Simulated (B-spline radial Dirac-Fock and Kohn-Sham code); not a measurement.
The computed values come from a B-spline atomic structure program: relaxed Dirac-Fock hole states (ΔSCF) with Breit and QED corrections and a finite nucleus. Free neutral atoms.

Question: Order these X-ray lines by photon energy, lowest first.
A. Ga Lγ5
B. Mn Lβ3
C. Fe Lγ5
D. Ta Mζ1
E. Al Kα2
F. Ho Mγ

Answer: B (722.1 eV), C (727.7 eV), A (1140.9 eV), D (1326.5 eV), E (1487.1 eV), F (1577.1 eV).
